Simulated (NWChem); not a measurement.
Species: MgHF; SMILES [MgH][F]

Computed with NWChem. Coordinates come from a PBE0/def2-SVP optimisation. Level M06-L/def2-SVP: energy and gradient on several grids; changes count from the extra-fine grid, which is no exact limit either.

```json
[
 {"grid": "xcoarse", "size of the energy change (μHa)": "8000", "largest change of a gradient component (μHa/bohr)": "3000"},
 {"grid": "coarse", "size of the energy change (μHa)": "300", "largest change of a gradient component (μHa/bohr)": "200"},
 {"grid": "medium", "size of the energy change (μHa)": "50", "largest change of a gradient component (μHa/bohr)": "600"},
 {"grid": "fine", "size of the energy change (μHa)": "< 10", "largest change of a gradient component (μHa/bohr)": "100"},
 {"grid": "xfine", "size of the energy change (μHa)": "< 10", "largest change of a gradient component (μHa/bohr)": "< 30"}
]
```
